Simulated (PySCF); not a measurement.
Task: What does the PBE0-D3(BJ)/def2-SVP structure of `FB(F)[C@@H]1O[C@H]1F` look like in three dimensions?

Result: 
Z-matrix in Å and degrees, rows numbered from 1:
```
F 
B   1  1.3152
F   2  1.3157  1  118.27
C   2  1.5585  1  120.79  3   177.96
O   4  1.4499  2  116.37  1    24.55
C   5  1.3554  4   63.28  2  -109.90
F   6  1.3403  4  118.28  5   106.23
H   4  1.0973  2  119.95  1   168.04
H   6  1.0984  4  123.39  5  -106.28
```

The C–O distances run from 1.355 Å (O5–C6, drawn single) to 1.450 Å (C4–O5, drawn single), a spread of 0.095 Å. The 3-membered ring C4–O5–C6 has internal angles of 55.2° to 63.3°. B2 (three-coordinate boron) is planar (angles 120.9°, 120.8° and 118.3°, sum 360.0°, 0.01 Å off the plane of its three neighbours).

Theory: PBE0-D3(BJ)/def2-SVP geometry optimisation, gas phase in PySCF 2.14.0.

Point group: C1 (no symmetry element, even within 0.4 Å). Not checked by PBE0-D3(BJ)/def2-SVP frequencies. The numbers are those of one conformer (F1–B2–C4–O5 25°).
